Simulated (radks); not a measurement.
Results of a calculation; reference values are marked as such.
Trend from La4+ to Lu4+: ionisation energy by Delta-SCF between NIST ground configurations, and size. Level of theory: scalar-relativistic Kohn-Sham, PBEsol, spin-polarised, spherical densities, point nucleus; open shells are filled with parallel spins first (spin-orbit coupling, left out, can overturn this in heavy ions) (a radial shooting solver on a logarithmic mesh with Libxc functionals).

species      configuration  IE (eV)  NIST (eV)       kind  -e(HOMO) (eV)
La4+     [Kr] 4d10 5s2 5p5   62.603         62  semi-emp.    56.581 (5p)
Ce4+                  [Xe]   66.414       65.6  semi-emp.    60.088 (5p)
Pr4+              [Xe] 4f1   59.182      57.53  semi-emp.    48.985 (4f)
Nd4+              [Xe] 4f2   68.737          -               50.548 (4f)
Pm4+              [Xe] 4f3   69.835          -               51.973 (4f)
Sm4+              [Xe] 4f4   63.907       62.7  semi-emp.    53.277 (4f)
Eu4+              [Xe] 4f5   71.938          -               54.474 (4f)
Gd4+              [Xe] 4f6   72.954          -               55.575 (4f)
Tb4+              [Xe] 4f7   73.952          -               56.587 (4f)
Dy4+              [Xe] 4f8   75.410          -               52.031 (4f)
Ho4+              [Xe] 4f9   76.831          -               53.232 (4f)
Er4+             [Xe] 4f10   78.221          -               54.339 (4f)
Tm4+             [Xe] 4f11   79.587          -               55.360 (4f)
Yb4+             [Xe] 4f12   80.933          -               56.303 (4f)
Lu4+             [Xe] 4f13   68.627       66.8  semi-emp.    57.174 (4f)

Reference values: NIST Atomic Spectra Database (exp. = measured, semi-emp. = semi-empirical, theory = theoretical value adopted there). Open shells are spherical and high-spin; term and fine-structure splittings are not resolved. Spin-orbit splitting is averaged out at the scalar-relativistic level. No tabulated value is given for the 4+ ions of Nd, Pm and Eu to Yb, where it belongs to another shell than the one emptied here.
